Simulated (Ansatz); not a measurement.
A nudged elastic band was laid between two geometries of CH4B2S (8 atoms, charge 0, multiplicity 1).

Level of theory: Ansatz 0.2.0, RKS revPBE-D4/STO-3G.

* movable images: 7
* climbing image: yes
* spring: 5.0 eV/Å²
* optimiser: quadratic models (default)
* start path: IDPP
* force threshold: 0.05 eV/Å
* iteration limit: 60
* end points: relaxed

Image 0:

```xyz
8
Properties=species:S:1:pos:R:3
B -0.492 1.221 -0.422
B -0.355 -0.411 -0.177
C 0.947 -0.991 0.397
S 0.034 -1.039 1.783
H -0.588 1.667 -1.517
H -0.484 2.010 0.465
H -1.068 -1.165 -0.754
H 2.005 -1.292 0.224
```

Image 8:

```xyz
8
Properties=species:S:1:pos:R:3
B -0.501 1.256 -0.287
B -0.386 -0.284 0.310
C 0.956 -1.029 0.252
S 0.218 -1.772 -1.035
H -0.359 1.515 -1.437
H -0.717 2.174 0.433
H -1.187 -0.685 1.090
H 1.976 -1.175 0.675
```

Task: What changes between the two ends?

Result: No bond is made or broken. The dihedral H7–B2–C3–H8 goes from 83 to -83°. The two ends are copies of one structure, up to a mirror image or an exchange of like atoms.

Task: What energy profile does the band end with?

Result: The run converged. The highest image is number 4 of 0 to 8, 0.64 eV above the ends, which have the same energy within 2 meV. A vibrational analysis at the climbing image gives one clearly imaginary mode, 104i cm⁻¹: a first-order saddle point. Limits of this set-up: minimal basis.

```
image  path coordinate (Å)  energy (eV)  dihedral H7–B2–C3–H8 (°)
    0                 0.00         0.00                        83
    1                 0.66         0.17                       112
    2                 1.31         0.49                       140
    3                 1.97         0.60                       159
    4                 2.62         0.64                      -180
    5                 3.28         0.60                      -159
    6                 3.93         0.49                      -140
    7                 4.59         0.17                      -112
    8                 5.25         0.00                       -83
```

Task: What is the geometry of the highest image?

Result: 
```xyz
8
Properties=species:S:1:pos:R:3:forces:R:3
B -0.365 1.329 -0.544 -0.01 0.00 0.00
B -0.496 -0.198 -0.003 0.01 0.00 0.00
C 0.722 -1.060 0.500 0.00 0.02 -0.01
S 0.591 -2.613 1.048 0.00 -0.01 0.00
H -0.170 1.583 -1.688 0.00 0.00 0.00
H -0.456 2.269 0.177 0.00 0.00 0.00
H -1.562 -0.724 0.027 0.00 0.00 0.00
H 1.736 -0.586 0.483 0.00 0.00 0.00
```

Task: What are the harmonic wavenumbers there?

Result: 104i, 195, 347, 363, 491, 762, 791, 954, 1028, 1046, 1133, 1214, 1330, 1425, 2857, 2902, 2972, 3198 cm⁻¹.

The band took 11 iterations and roughly 110 core-seconds.

Time of the run: 110 s on 1 thread of Intel(R) Xeon(R) Platinum 8259CL CPU @ 2.50GHz (Skylake/Cascade Lake), with other jobs on the host, peak memory 0.1 GiB.
